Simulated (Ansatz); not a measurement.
Consider the ligand exchange at the Sn–O bond: `[OH][SnH2][Br]` + HCl → `[Cl][SnH2][Br]` + H₂O.

Gas-phase electronic energies from Ansatz, PBE0-D4/def2-TZVP geometries. CBS: MP2 limit from def2 TZ/QZ plus the TZ coupled-cluster correction, frozen cores. This one scheme is used for every species. DFT in def2-TZVPP. Elements past krypton have def2 core potentials. For Br, Sn outer-core shells are correlated without core-valence functions, which leaves a few kJ/mol of doubt a bond. Scalar relativity is left out up to krypton. Each species was taken in one conformer, which may not be the lowest.

`[OH][SnH2][Br]`:

```xyz
6

O    -0.894   -1.240    0.294
Sn    0.275    0.325    0.266
Br    1.287    0.440   -1.995
H    -1.515   -1.267   -0.438
H    -0.633    1.752    0.463
H     1.480   -0.010    1.409
```

HCl:

Z-matrix (Å, degrees):
```
Cl
H 1 1.279
```

`[Cl][SnH2][Br]`:

```xyz
5

Cl   -1.690    0.592   -1.296
Sn    0.062    0.143    0.155
Br    0.935   -2.084   -0.436
H    -0.584    0.062    1.722
H     1.277    1.288   -0.145
```

H₂O:

Z-matrix (Å, degrees):
```
O
H 1 0.960
H 1 0.960 2 105.1
```

```csv
species,RPA@PBE/def2-TZVPP energy (Eh)
`[OH][SnH2][Br]`,-2863.67362
HCl,-460.43307
`[Cl][SnH2][Br]`,-3247.67237
H₂O,-76.45633
```

Problem. Work out ΔE.

Solution. ΔE = (-3247.67237) + (-76.45633) − (-2863.67362) − (-460.43307) = -0.02201 Eh = -0.60 eV. CCSD(T)/CBS gives -0.71 eV.

Largest T1 diagnostic among the species: 0.011.

Leaving LDA and LC-ωPBE aside and taking each functional with its dispersion term where it has one, the values, not all of them listed here, spread over 0.11 eV, from BHLYP-D4 to BLYP-D4. From r2SCAN to r2SCAN0 (25 % exact exchange), in def2-TZVPP and without D4, ΔE moves by −0.06 eV.
